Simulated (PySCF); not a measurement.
H2AlCl3GeO3, SMILES [OH][Al]([OH])[O][Ge]([Cl])([Cl])[Cl], PBE0/def2-SVP optimised geometry.

```
10

Ge    -0.20    -2.32     0.00
Cl    -0.88    -3.34     1.76
Cl    -0.92    -3.37    -1.71
Cl     1.93    -2.32     0.00
O     -0.80    -0.71     0.00
Al    -1.64     0.41     1.00
O     -2.19    -0.04     2.54
O     -1.93     1.98     0.44
H     -2.07    -0.92     2.89
H     -1.65     2.32    -0.41
```

Density from PBE0/def2-TZVP run with PySCF at that geometry.

Minimum of the electron density along straight lines between bonded atoms, close to the bond critical point (lines longer than 1.1 times the sum of covalent radii, or with two minima, are not listed):

```csv
bond,length / Å,ρ at the minimum / e bohr⁻³,∇²ρ there / e bohr⁻⁵,position (fraction from the first atom)
Ge1–Cl2,2.149,0.107,0.16,0.43
Ge1–Cl3,2.128,0.112,0.17,0.43
Ge1–Cl4,2.129,0.112,0.17,0.43
Ge1–O5,1.719,0.162,0.81,0.48
O5–Al6,1.723,?,?,0.57
Al6–O7,1.687,0.114,0.83,0.43
Al6–O8,1.685,0.114,0.83,0.43
O7–H9,0.960,0.356,-2.44,0.81
O8–H10,0.958,0.358,-2.46,0.81
```

What belongs in the gaps?


- O5–Al6, ρ at the minimum / e bohr⁻³: 0.100
- O5–Al6, ∇²ρ there / e bohr⁻⁵: 0.72
